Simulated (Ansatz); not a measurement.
Input and output for C$_{2}$H$_{4}$BNO (`BCOC#N`).

```yaml
crystal:
  periodic: [false, false, false]
  atoms:
    - {symbol: B, position_ang: [0.423235, 1.017682, 1.186606]}
    - {symbol: C, position_ang: [-0.229876, 0.236641, 0.022119]}
    - {symbol: O, position_ang: [0.545130, -0.926099, -0.380788]}
    - {symbol: C, position_ang: [0.042074, -1.604673, -1.343609]}
    - {symbol: N, position_ang: [-0.387910, -2.235745, -2.210210]}
    - {symbol: H, position_ang: [-0.155195, 1.987225, 1.574017]}
    - {symbol: H, position_ang: [1.452621, 0.674543, 1.677599]}
    - {symbol: H, position_ang: [-1.239923, -0.090423, 0.305124]}
    - {symbol: H, position_ang: [-0.361655, 0.894549, -0.847960]}
basis:
  gaussian: {orbitals: def2-TZVP, final_grid: {core_spheres: 8, valence_spheres: 7, degree: 23}, point_charges: [{charge: -1.00, position_ang: [6.114, 0.491, -0.114]}]}
hamiltonian: {xc: {name: wB97X-V}}
output: {forces: true}
```

```sh
$ ansatz run in.yaml --threads 2 --pin off --events-out ev --progress --plain --max-ram 4352MiB
```

Shortened log:

```
Functional definition: wB97X-V
1011 factors; their error is unknown
265 factors; integrals over basis functions are off by at most 1.3e-5 eV
mean field evaluation 1: about -6346.1046 eV, gradient 4.9e1 eV
mean field evaluation 2: about -6344.2846 eV, gradient 5.9e1 eV
mean field evaluation 4: about -6350.8391 eV, gradient 3.3e0 eV
mean field evaluation 8: about -6350.8695 eV, gradient 6.9e-2 eV
mean field evaluation 16: about -6350.8662 eV, gradient 7.5e-5 eV
mean field -6350.86616610 eV, -233.3900268325 hartree, gradient 2.1e-5 eV, S^2 0.000000; 0 other end points of the search recorded, 0 dependent functions left out
reference -6350.86616391 eV, -233.3900267521 hartree; 18, 18 occupied and 161, 161 virtual orbitals, 1011 factors
Total energy: -6350.86616391 eV, -233.3900267521 hartree
Atom 0 at     0.423235     1.017682     1.186606 Å, force     0.348508     0.097074     0.195910 eV/Å
Atom 1 at    -0.229876     0.236641     0.022119 Å, force    -0.227665     0.013869    -0.208762 eV/Å
Atom 2 at     0.545130    -0.926099    -0.380788 Å, force     0.134551     0.008074     0.185616 eV/Å
Atom 3 at     0.042074    -1.604673    -1.343609 Å, force    -0.040424    -0.134745    -0.218450 eV/Å
Atom 4 at    -0.387910    -2.235745    -2.210210 Å, force    -0.072491     0.001368     0.013744 eV/Å
Atom 5 at    -0.155195     1.987225     1.574017 Å, force    -0.079559     0.050800     0.012222 eV/Å
Atom 6 at     1.452621     0.674543     1.677599 Å, force    -0.048238    -0.020490     0.010006 eV/Å
Atom 7 at    -1.239923    -0.090423     0.305124 Å, force    -0.023854    -0.049041     0.016338 eV/Å
Atom 8 at    -0.361655     0.894549    -0.847960 Å, force     0.048830     0.003510    -0.023479 eV/Å
Dipole moment:     0.115825     0.750907     0.634378 e Å
```

It took 4.6 s on 2 threads of an Arm Neoverse V2 on a shared host, with 0.41 GiB of host memory at the peak.
